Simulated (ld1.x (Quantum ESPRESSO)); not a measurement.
## What the settings do to the ultrasoft potential of Cu (Z = 29)

Base potential:

copper, ultrasoft, made with ld1.x (Quantum ESPRESSO) 7.5 (Wu–Cohen, scalar-relativistic). Core [Ne], reference 3s2 3p6 3d10 4s0.5 4p0.5. Waves: 3s (bound): rcut 0.95, rcutus 1.20 bohr; 4s (bound): rcut 0.95, rcutus 1.20 bohr; 3p (bound): rcut 1.05, rcutus 1.20 bohr; 4p (bound): rcut 1.05, rcutus 1.20 bohr; 3d (bound): rcut 0.80, rcutus 1.00 bohr; 3d channel at 2.45 Ry: rcut 0.80, rcutus 1.00 bohr. Local part: all-electron potential smoothed inside 0.75 bohr (lloc = -2). Core correction: Bessel-smoothed model core, default radius (core density twice the valence density). Augmentation charge: PSQ, inside the norm-conserving radii.

Cutoffs, loose and tight: the cutoffs (Ry, on a coarse ladder) from which the occupation-weighted sum of valence levels, in a spherical-Bessel basis at the reference potential, stays within 10 and 1 mRy of its value at 400 Ry. They do not see the model core or the augmentation charge, which bear on the density cutoff. Test errors are all-electron minus pseudo excitation energies from the reference, over the configurations 3s2 3p6 3d10 4s1 4p0; 3s2 3p6 3d10 4s0 4p0; 3s2 3p6 3d9 4s0 4p0; 3s2 3p6 3d8 4s0 4p0; 3s2 3p6 3d9 4s1 4p0; 3s2 3p6 3d9 4s2 4p0; 3s2 3p6 3d10 4s0 4p1. A dash means not determined; rows that change the core or the reference have their own tests.

Cutoffs are not given where the Bessel-basis levels miss the radial ones by over 6 mRy, ghosts where they miss by over 20 mRy; a channel whose overlap is not positive is not tested.

A file whose overlap is not positive is unfit for use, and its test errors describe a broken file.

```csv
change,outcome,bound ghosts,largest test error (meV)
base,"generated, overlap not positive",not determined (overlap not positive),+3.7
"wave 3d channel at 2.45 Ry: rcut 0.80, rcutus 1.00 bohr becomes 3d channel at -0.11 Ry: rcut 0.80, rcutus 1.00 bohr","generated, overlap not positive",not determined (overlap not positive),+4.8
"wave 3d channel at 2.45 Ry: rcut 0.80, rcutus 1.00 bohr becomes 3d channel at 0.18 Ry: rcut 0.80, rcutus 1.00 bohr","generated, overlap not positive",not determined (overlap not positive),+4.4
"wave 3d channel at 2.45 Ry: rcut 0.80, rcutus 1.00 bohr becomes 3d channel at 0.35 Ry: rcut 0.80, rcutus 1.00 bohr","generated, overlap not positive",not determined (overlap not positive),+4.2
"wave 3d channel at 2.45 Ry: rcut 0.80, rcutus 1.00 bohr becomes 3d channel at 0.9 Ry: rcut 0.80, rcutus 1.00 bohr","generated, overlap not positive",not determined (overlap not positive),+4.0
"wave 3d channel at 2.45 Ry: rcut 0.80, rcutus 1.00 bohr becomes 3d channel at 1.74 Ry: rcut 0.80, rcutus 1.00 bohr","generated, overlap not positive",not determined (overlap not positive),+3.8
"wave 3d channel at 2.45 Ry: rcut 0.80, rcutus 1.00 bohr becomes 3d channel at 3.18 Ry: rcut 0.80, rcutus 1.00 bohr","generated, overlap not positive",not determined (overlap not positive),+3.7
"wave 3d channel at 2.45 Ry: rcut 0.80, rcutus 1.00 bohr becomes 3d channel at 4.99 Ry: rcut 0.80, rcutus 1.00 bohr","generated, overlap not positive",not determined (overlap not positive),+3.0
```

**Question.** What comes out with this change to the base: wave 3d channel at 2.45 Ry: rcut 0.80, rcutus 1.00 bohr becomes 3d channel at -0.33 Ry: rcut 0.80, rcutus 1.00 bohr?

**Answer.** outcome: generated, overlap not positive; bound ghosts: not determined (overlap not positive); largest test error (meV): +15. A file whose overlap is not positive is unfit for use, and its test errors describe a broken file.

**Question.** What comes out with this change to the base: wave 3d channel at 2.45 Ry: rcut 0.80, rcutus 1.00 bohr becomes 3d channel at -0.22 Ry: rcut 0.80, rcutus 1.00 bohr?

**Answer.** outcome: generated, overlap not positive; bound ghosts: not determined (overlap not positive); largest test error (meV): +7.0. A file whose overlap is not positive is unfit for use, and its test errors describe a broken file.
